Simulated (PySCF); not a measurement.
Isomers of C4H7NSi. Method used: TDDFT PBE0/def2-SVPD, vertical, gas phase, core orbitals frozen in the response in PySCF. Geometries: GFN2-xTB; one conformer of each isolated species. Triplets are in the Tamm–Dancoff approximation.

**Question.** Rank by computed lowest singlet excitation energy, highest first.
A. `C(#C[SiH3])/C=N\C`
B. `C#C[Si@@H](N)C=C`
C. `C[Si@@H]1C[C@H]1C#N`
D. `N#CC[SiH]1CC1`
E. `[SiH3]/N=C/C1=CC1`
F. `C(#CC)/C=N\[SiH3]`
G. `C#C/C=N\C[SiH3]`

**Answer.** D (6.41 eV), C (6.24 eV), B (5.78 eV), G (4.36 eV), A (4.19 eV), F (3.69 eV), E (3.39 eV).

```json
{"SMILES": "N#CC[SiH]1CC1", "S1 (eV)": "6.41", "α (au)": "76.8", "f (S1)": "0.009", "LUMO (eV)": "0.07", "first f ≥ 0.01 (nm)": "190", "T1 (eV)": "5.03", "S1 mainly": "H→L+1 (81%)"}
{"SMILES": "C[Si@@H]1C[C@H]1C#N", "S1 (eV)": "6.24", "α (au)": "77.8", "f (S1)": "0.103", "LUMO (eV)": "-0.17", "first f ≥ 0.01 (nm)": "199", "T1 (eV)": "4.96", "S1 mainly": "H→L (53%)"}
{"SMILES": "C#C[Si@@H](N)C=C", "S1 (eV)": "5.78", "α (au)": "80.1", "f (S1)": "0.023", "LUMO (eV)": "-0.57", "first f ≥ 0.01 (nm)": "215", "T1 (eV)": "4.32", "S1 mainly": "H→L (88%)"}
{"SMILES": "C#C/C=N\\C[SiH3]", "S1 (eV)": "4.36", "α (au)": "83.7", "f (S1)": "0.002", "LUMO (eV)": "-1.45", "first f ≥ 0.01 (nm)": "234", "T1 (eV)": "3.51", "S1 mainly": "H-1→L (85%)"}
{"SMILES": "C/N=C\\C#C[SiH3]", "S1 (eV)": "4.19", "α (au)": "87.0", "f (S1)": "0.003", "LUMO (eV)": "-1.60", "first f ≥ 0.01 (nm)": "229", "T1 (eV)": "3.41", "S1 mainly": "H→L (98%)"}
{"SMILES": "CC#C/C=N\\[SiH3]", "S1 (eV)": "3.69", "α (au)": "85.9", "f (S1)": "0.001", "LUMO (eV)": "-1.52", "first f ≥ 0.01 (nm)": "229", "T1 (eV)": "3.11", "S1 mainly": "H→L (99%)"}
{"SMILES": "[SiH3]/N=C/C1=CC1", "S1 (eV)": "3.39", "α (au)": "88.2", "f (S1)": "0.000", "LUMO (eV)": "-1.95", "first f ≥ 0.01 (nm)": "255", "T1 (eV)": "2.83", "S1 mainly": "H→L (98%)"}
```

H and L stand for HOMO and LUMO.
